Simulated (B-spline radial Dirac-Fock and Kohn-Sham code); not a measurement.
## Internal conversion coefficients of P at 2100 keV

Z = 15 (phosphorus), transition energy 2100 keV. Level of theory: a Dirac-Hartree-Slater potential of the neutral atom with a Latter tail (no hole, which puts coefficients of high multipoles low close above an edge), finite nucleus with surface currents; a B-spline atomic structure program. Subshells that would emit electrons below 1 keV are left out, and so is internal pair formation.

```
subshell  electron energy (keV)        E2        E3        E5        M2        M3
       K                2097.85  7.80e-06  1.22e-05  2.80e-05  1.13e-05  1.74e-05
      L1                2099.81  5.88e-07  9.17e-07  2.12e-06  8.50e-07  1.32e-06
      L2                2099.86  5.82e-10  1.49e-09  7.66e-09  1.13e-09  2.53e-09
      L3                2099.86  1.12e-09  1.63e-09  4.22e-09  9.76e-10  1.41e-09
      M1                2099.98  5.48e-08  8.54e-08  1.97e-07  7.92e-08  1.23e-07
      M2                2099.99  1.88e-11  4.83e-11  2.48e-10  3.66e-11  8.17e-11
      M3                2099.99  3.61e-11  5.24e-11  1.36e-10  3.15e-11  4.54e-11
   total                         8.44e-06  1.32e-05  3.03e-05  1.22e-05  1.89e-05
```

Question: For a pure E2 transition, what fraction of decays emits a photon?

Answer: 1/(1 + α) = 1.00 with the total α = 8.44e-06, and pair formation is not counted.

Values without a named source are computed, but for edge energies of neutral atoms, which are taken from tables.
